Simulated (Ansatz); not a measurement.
Two members of one family (1-ethyl-3-methylimidazolium salts), computed with Ansatz in the gas phase; def2 core potentials for Sb, no spin–orbit coupling. A negative affinity means that the extra electron isn't bound at that geometry and level; within about 0.2 eV of zero the sign isn't settled. Binding counts from free atoms in the multiplicity of their measured ground term, without zero-point energy. Sets without diffuse functions give affinities that are too small. A dash marks a value that wasn't run or was left out as unsound. The structures are stationary points that may keep the symmetry of their start. Remarks come from the PBE and PBE0 runs and from stability tests at other levels; not every state was tested. A HOMO above zero means that the electron is unbound at that level and held by the basis, or that self-interaction error raises the level; the energy of removing that electron tells which. HOMO above LUMO (over both spins in singlets and doublets, within one spin in higher multiplets; at PBE or PBE0), or a gap under 0.15 eV within one spin, warns that the state may not be the lowest or that an electron is smeared out.

First: 1-ethyl-3-methylimidazolium hexafluoroantimonate (singlet, charge 0, PBE-D4/def2-SVP geometry).

```xyz
26

C    -0.598    2.692    1.953
C    -0.252    2.236    0.539
N     0.664    1.085    0.525
C     2.049    1.124    0.523
C     2.485   -0.180    0.477
N     1.358   -0.983    0.465
C     1.323   -2.430    0.258
C     0.269   -0.198    0.493
H    -1.288    3.558    1.903
H     0.303    3.005    2.519
H    -1.106    1.888    2.520
H    -1.148    1.914   -0.030
H     0.240    3.041   -0.042
H     2.605    2.065    0.543
H     3.497   -0.595    0.436
H     1.705   -2.655   -0.755
H     0.269   -2.757    0.304
H     1.934   -2.935    1.031
H    -0.767   -0.562    0.438
F    -3.881   -1.560   -1.909
Sb   -1.972   -1.348   -2.075
F    -1.745   -3.098   -2.859
F    -1.730   -2.135   -0.262
F    -2.114   -0.457   -3.780
F    -0.019   -1.098   -2.090
F    -2.079    0.383   -1.124
```

```csv
level,HOMO (eV),LUMO (eV),gap (eV),vertical IE (eV),vertical EA (eV),binding per atom (eV)
PBE-D4/def2-SVP,-7.35,-2.59,4.76,9.74,0.12,4.33
PBE-D4/def2-TZVP,-7.45,-2.91,4.54,–,–,4.30
r2SCAN-D4/def2-TZVP,-7.65,-2.71,4.93,–,–,4.16
PBE0-D4/def2-SVP,-8.55,-1.80,6.75,10.47,0.00,4.18
PBE0-D4/def2-TZVP,-8.55,-1.97,6.58,–,–,4.15
```

Remarks: gap within one spin near zero at PBE or PBE0 (+1 doublet), HOMO above zero (-1 doublet), gap within one spin near zero at PBE or PBE0 (-1 doublet).

Second: 1-ethyl-3-methylimidazolium mesylate (singlet, charge 0, PBE-D4/def2-SVP geometry).

```xyz
27

C     1.893    1.532   -2.255
C     1.631    0.187   -1.591
N     1.487    0.293   -0.130
C     2.307   -0.265    0.832
C     1.683   -0.092    2.046
N     0.498    0.573    1.800
C    -0.592    0.813    2.744
C     0.388    0.779    0.475
H     2.005    1.388   -3.347
H     2.814    2.018   -1.873
H     1.038    2.223   -2.102
H     0.671   -0.258   -1.944
H     2.459   -0.527   -1.771
H     3.254   -0.748    0.575
H     1.983   -0.394    3.053
H    -1.536    0.530    2.222
H    -0.616    1.878    3.049
H    -0.434    0.177    3.634
H    -0.499    1.182   -0.031
C    -3.246   -1.980   -0.922
S    -1.892   -0.881   -0.433
O    -2.528    0.163    0.461
O    -0.883   -1.742    0.274
O    -1.378   -0.282   -1.725
H    -4.009   -1.375   -1.446
H    -2.833   -2.757   -1.590
H    -3.667   -2.434   -0.005
```

Problem. Estimate the same table for the second.

Solution. 
```tsv
level	HOMO (eV)	LUMO (eV)	gap (eV)	vertical IE (eV)	vertical EA (eV)	binding per atom (eV)
PBE-D4/def2-SVP	-4.34	-1.57	2.78	7.62	-1.12	4.37
PBE-D4/def2-TZVP	-4.77	-1.72	3.05	–	–	4.37
r2SCAN-D4/def2-TZVP	-5.10	-1.56	3.54	–	–	4.23
PBE0-D4/def2-SVP	-6.03	-0.63	5.39	8.15	-1.07	4.24
PBE0-D4/def2-TZVP	-6.36	-0.77	5.59	–	–	4.24
```

Remarks: gap within one spin near zero at PBE or PBE0 (+1 doublet), HOMO above zero (-1 doublet).
